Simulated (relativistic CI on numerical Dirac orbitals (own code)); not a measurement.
# Ligand-field terms of d5

Computed with a parametric ligand-field model of a d^n configuration (Racah B and C, spin-orbit zeta, crystal field), exact diagonalisation.

Field parameters in Wybourne normalisation: Oh B⁴₀ = 21Dq, B⁴₄ = √(5/14) B⁴₀. The field is a parameter set, without covalency.

B = 950 cm⁻¹, C = 4080 cm⁻¹ (C/B = 4.29), Oh, no spin-orbit coupling. Tanabe-Sugano data, E/B above the lowest term (Δ = |10Dq|; b, c mark the second and third term of a kind):

```tsv
Δ/B	6A1	4T1	4T2	4T1(b)	2T2	2A2
1.0	0.00	31.32	31.45	37.20	45.18	45.25
5.0	0.00	28.83	30.92	39.45	41.20	43.23
9.0	0.00	25.34	29.48	42.27	34.59	40.02
13.0	0.00	21.61	27.08	44.67	27.35	36.42
17.0	0.00	17.79	24.02	46.33	19.89	32.66
21.0	0.00	13.92	20.59	47.31	12.30	28.82
25.0	0.00	10.02	16.98	47.87	4.63	24.94
29.0	3.10	9.19	16.34	51.31	0.00	24.12
33.0	10.87	13.02	20.31	59.28	0.00	27.96
37.0	18.67	16.87	24.26	67.23	0.00	31.81
41.0	26.49	20.74	28.21	75.15	0.00	35.69
45.0	34.34	24.63	32.16	83.08	0.00	39.57
```

The ground term changes from 6A1 to 2T2 between Δ/B = 25.0 and 29.0.
